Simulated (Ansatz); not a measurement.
Geometry optimisation, UKS PBE/6-31G* (Ansatz).

Input file:

```yaml
crystal:
  periodic: [false, false, false]
  atoms:
    - { symbol: Si, position_ang: [-0.027347, 0.022978, 7.0e-06] }
    - { symbol: H, position_ang: [-0.144736, -0.197438, 1.457615] }
    - { symbol: Si, position_ang: [2.164016, 0.004449, -0.830202] }
    - { symbol: H, position_ang: [2.764043, -1.352938, -0.640132] }
    - { symbol: H, position_ang: [2.227225, 0.358756, -2.280993] }
    - { symbol: H, position_ang: [2.978426, 0.990679, -0.056542] }
    - { symbol: F, position_ang: [-0.71138, 1.4537, -0.338977] }
    - { symbol: F, position_ang: [-0.889247, -1.125169, -0.75331] }
    - { symbol: H, position_ang: [-0.1062, -0.155016, 3.319635] }
magnetization:
  spin_polarized: true
  initial_magnetization: 1
basis:
  gaussian: { orbitals: "6-31G*" }
hamiltonian:
  xc: pbe
relax:
  f_tol: 0.03
  max_steps: 50
```

Run as:

```bash
$ ansatz run input.yaml --threads 2 --pin off --max-ram 3072MiB --backend cpu --events-out ev --progress --plain --runs-dir out
```

Where does it end, and by what steps?

The run converged. The force dipped under the threshold on the way, but the program's further checks kept it going. After 8 steps the energy has fallen by 0.038 eV; H9 moved furthest, 0.78 Å.

| step | energy less start (eV) | largest force component (eV/Å) | accepted |
| --- | --- | --- | --- |
| 0 | 0.0000 | 0.638 | yes |
| 1 | -0.0107 | 0.097 | yes |
| 2 | -0.0179 | 0.091 | yes |
| 3 | -0.0248 | 0.138 | yes |
| 4 | -0.0335 | 0.030 | yes |
| 5 | -0.0369 | 0.042 | yes |
| 6 | -0.0375 | 0.012 | yes |
| 7 | -0.0376 | 0.012 | yes |
| 8 | -0.0376 | 0.024 | yes |

```xyz
9
Properties=species:S:1:pos:R:3
Si -0.013 0.030 -0.118
H -0.149 -0.233 1.352
Si 2.196 0.012 -0.907
H 2.798 -1.341 -0.663
H 2.248 0.315 -2.375
H 3.004 1.038 -0.167
F -0.682 1.476 -0.424
F -0.887 -1.088 -0.904
H -0.260 -0.208 4.083
```

Whether the end is a true minimum wasn't checked by a vibrational analysis.

The run took 11 s on 2 threads of Intel(R) Xeon(R) 6975P-C (Granite Rapids), on a shared host, peak memory 0.18 GiB.
